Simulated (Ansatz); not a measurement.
Born–Oppenheimer molecular dynamics of CH₈BNO (12 atoms, charge 0, multiplicity 1). It starts at the highest image of a converged band, a first-order saddle point between two minima.

Theory: RKS B3LYP-D4/6-31G* (Ansatz).

```
ensemble                      : NVE (velocity Verlet)
time step                     : 0.5 fs
steps asked                   : 200
starting velocities drawn for : 100 K
seed                          : 8822
```

First frame:

```xyz
12
Properties=species:S:1:pos:R:3
B 0.384 0.371 0.196
O -0.544 -0.229 1.420
H -1.395 -0.541 1.070
H 1.500 -0.045 0.338
H -0.169 0.162 -0.854
N 0.166 1.824 0.732
H 0.989 2.221 1.178
C -0.513 2.822 -0.099
H -1.436 2.389 -0.496
H -0.774 3.710 0.489
H 0.101 3.139 -0.953
H -0.558 0.924 1.535
```

**Question.** How far do the bonds stretch over the last three quarters of this one trajectory? (Pairs bonded in most of those frames.)

**Answer.** 
```csv
bond,mean (Å),spread (Å),shortest,longest
B1–O2,1.418,0.066,1.32,1.54
B1–H4,1.210,0.007,1.20,1.23
B1–H5,1.220,0.027,1.16,1.27
O2–H3,0.968,0.011,0.95,0.99
N6–H7,1.021,0.021,0.98,1.07
N6–C8,1.481,0.014,1.45,1.51
N6–H12,1.034,0.059,0.94,1.12
C8–H9,1.094,0.012,1.07,1.11
C8–H10,1.099,0.013,1.08,1.12
C8–H11,1.095,0.020,1.06,1.13
```

Mean temperature of the second half: 409 K. The conserved energy stayed within 0.28 meV per atom of its start (net change 0.0012 meV per atom), so the integration is sound. The kinetic energy rose, since the run started high on the potential surface and went downhill. It ends in pieces (BH3O + CH5N), so much of that is their flight and rotation, not heat. A run of 0.1 ps of so small a system gives no equilibrium averages. The orbitals stay closed-shell, which can raise the energy where a bond breaks towards radicals; this wasn't checked here.

Time of the run: 9.5 min on 1 thread of Arm Neoverse V1, with other jobs on the host, peak memory 0.14 GiB.
